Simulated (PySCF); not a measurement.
Isomers of C7H11N, from PySCF, PBE0-D3(BJ)/def2-SVP geometry optimisation, gas phase. One conformer each, no zero-point energy, no frequencies.

Question: Which is lowest in electronic energy at this level?
A. `[CH2:1]=[CH:2][CH2:3][C@@H:4]([CH3:5])[CH2:6][C:7]#[N:8]` with C1–C2–C3–C4 116°, C2–C3–C4–C5 176°, C3–C4–C6–C7 -61°: A = 2374, B = 1656, C = 1160 MHz, dipole 3.85 D
B. `[CH:1]#[C:2][CH2:3]/[C:4]([CH2:5][CH3:6])=[N:7]\[CH3:8]` with C2–C3–C4–C5 -99°, C3–C4–C5–C6 176°: A = 2722, B = 1411, C = 1085 MHz, dipole 1.48 D
C. `[CH:1]1=[CH:2][N:3]2[CH2:4][CH2:5][CH2:6][C@H:7]2[CH2:8]1` with C1–C2–N3–C4 -134°, C2–N3–C4–C5 81°, N3–C4–C5–C6 34°, C4–C5–C6–C7 -18°: A = 3723, B = 2184, C = 1710 MHz, dipole 1.05 D

Answer: C. That is `C1C=CN2[C@H]1CCC2`, 13.5 kcal/mol below the next.

| SMILES | mapped SMILES | E (Eh) | relative (kcal/mol) | relative (kJ/mol) | dipole (D) |
| --- | --- | --- | --- | --- | --- |
| C1=CN2CCC[C@H]2C1 | [CH:1]1=[CH:2][N:3]2[CH2:4][CH2:5][CH2:6][C@H:7]2[CH2:8]1 | -327.48564 | 0.0 | 0.0 | 1.05 |
| C=CC[C@@H](C)CC#N | [CH2:1]=[CH:2][CH2:3][C@@H:4]([CH3:5])[CH2:6][C:7]#[N:8] | -327.46410 | 13.5 | 56.6 | 3.85 |
| C#CC/C(CC)=N\C | [CH:1]#[C:2][CH2:3]/[C:4]([CH2:5][CH3:6])=[N:7]\[CH3:8] | -327.40592 | 50.0 | 209.3 | 1.48 |

As drawn, the lowest has a C=C bond outside aromatic rings, which the highest lacks; the highest has a C≡C bond and a C=N bond, which the lowest lacks.
